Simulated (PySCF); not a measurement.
## Spin-rotation constants: `C=C/C=N/[SiH2]NC`, C₄H₁₀N₂Si

Geometry:
```tsv
atom	x (Å)	y (Å)	z (Å)
C1	-3.980	-0.603	0.290
C2	-2.812	-0.046	0.592
C3	-1.623	-0.220	-0.221
N4	-0.527	0.303	0.104
Si5	1.008	0.316	-0.675
N6	2.067	0.116	0.659
C7	3.497	0.191	0.526
H8	-4.099	-1.214	-0.590
H9	-4.855	-0.472	0.905
H10	-2.689	0.567	1.474
H11	-1.756	-0.839	-1.120
H12	1.321	-0.764	-1.619
H13	1.053	1.606	-1.386
H14	1.748	0.469	1.550
H15	3.788	-0.304	-0.398
H16	3.985	-0.317	1.360
H17	3.867	1.223	0.488
```

Computed with PySCF 2.14.0, GIAO LDA/def2-SVP magnetisability, rotational g tensor and spin-rotation constants, non-relativistic, gas phase. Geometry: GFN2-xTB.

**Question.** Give the nuclear spin-rotation constants along the inertial axes (H = +C I·J) beside the isotropic shieldings.

**Answer.** Rotational constants 9.6580, 0.7491, 0.7160 GHz. A star marks the isotopologue with that one atom substituted, in its own axes.
```tsv
atom	isotope	Caa (kHz)	Cbb (kHz)	Ccc (kHz)	mean (kHz)	σ (ppm)
N4	14N	3.447	0.095	0.067	1.203	-111.9
N6	14N	0.305	0.019	0.028	0.118	252.1
H8	1H	-0.889	0.007	-0.026	-0.303	25.3
H9	1H	0.395	-0.038	-0.074	0.095	25.0
H10	1H	-0.985	0.019	-0.022	-0.330	24.9
H11	1H	-0.593	0.018	-0.016	-0.197	22.2
H12	1H	-0.622	-0.032	-0.002	-0.219	25.6
H13	1H	-0.657	-0.032	0.005	-0.228	25.4
H14	1H	-1.150	-0.012	-0.074	-0.412	31.3
H15	1H	-0.909	-0.009	-0.049	-0.323	28.8
H16	1H	-0.869	-0.001	-0.056	-0.308	28.6
H17	1H	-0.775	-0.070	0.006	-0.280	28.5
C1	13C*	3.615	0.236	0.158	1.336	59.8
C2	13C*	3.368	0.267	0.189	1.274	48.0
C3	13C*	4.104	0.277	0.206	1.529	23.5
Si5	29Si*	-4.726	-0.426	-0.398	-1.850	426.6
C7	13C*	1.117	0.127	0.100	0.448	166.3
```
For the geometry as given, no vibrational averaging.
